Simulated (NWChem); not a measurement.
## Correlation energy of germanium monoxide (GeO)

```
Ge
O 1 1.6486
```
Charge 0, spin multiplicity 1.

All runs are NWChem calculations. All single points use one geometry, from PBE/def2-SVP, a minimum by its harmonic frequencies.

Basis set: def2-SVP. Each correlation energy counts from its own Hartree-Fock reference.

The Hamiltonian is non-relativistic. The correlated methods keep 10 core orbitals frozen. No row is a measurement; the coupled-cluster row has its own basis-set and correlation limits.

### Question
One of these methods gave a correlation energy of -416.8 mHa. Which?
A. CR-CCSD[T]
B. MP2
C. CCSD
D. SCS-MP2

### Answer
B, MP2. The others give -391.3 (SCS-MP2), -422.1 (CR-CCSD[T]), -403.8 (CCSD).
